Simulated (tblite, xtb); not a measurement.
H2Cl2Si, singlet, geometry from GFN2-xTB. Base run: GFN1-xTB run with xtb.

Input for xtb:
```
$ xtb mol.xyz --gfn 1 --json

# file mol.xyz
5

Si    -0.02936543    -0.75380550     0.03346055
Cl     1.65605635     0.34030246     0.02683298
Cl    -1.62471822     0.46414191    -0.06254134
H     -0.09164621    -1.50633088     1.27695919
H     -0.02998600    -1.61594636    -1.13836493
```

Programs used: tblite, xtb; a row that names a program was run with it.

Variants of this job, named by their change:

| change | ΔE vs base (kJ/mol) | HOMO-LUMO gap (eV) | dipole (D) | G_solv (kcal/mol) | SCF cycles |
|---|---|---|---|---|---|
| base | 0.00 | 7.48 | 1.18 | - | 9 |
| gbsa = thf | -11.66 | 7.46 | 1.24 | -2.80 | 9 |
| program = tblite; method = gfn1; option = --spin-polarized | 0.00 | - | - | - | - |
| alpb = thf | [?] | 7.46 | 1.24 | [?] | 9 |
| etemp = 5000 | -0.05 | 7.48 | 1.18 | - | 9 |
| program = tblite; method = gfn1; option = (--efield, 0,0,0.1) | -0.38 | - | - | - | - |
| program = tblite; method = gfn1; option = (--guess, eeq) | 0.00 | - | - | - | - |
| program = tblite; method = gfn1; option = --grad | 0.00 | - | - | - | - |
| etemp = 10000 | -11.07 | 7.51 | 1.11 | - | 9 |

### Question
What belongs in the gaps?

### Answer

- alpb = thf, ΔE vs base (kJ/mol): -7.96
- alpb = thf, G_solv (kcal/mol): -1.92

ALPB and GBSA are two models with their own fitted parameters for each solvent, which aren't always the measured dielectric constant.
